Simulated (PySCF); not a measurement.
An element was calculated at r2SCAN (PySCF 2.14, ECP, a double-zeta basis, no spin-orbit coupling), in the ground configurations that NIST lists.

* electron affinity: 0.869 eV
* first ionisation energy: 7.762 eV
* second ionisation energy: 16.549 eV
* third ionisation energy: 27.886 eV

Which element is it?

Ruthenium (Ru, Z = 44), in aug-cc-pwCVDZ-PP with ECP28MDF. NIST lists 7.361, 16.76 ± 0.06, 28.47 eV for these ionisation energies.
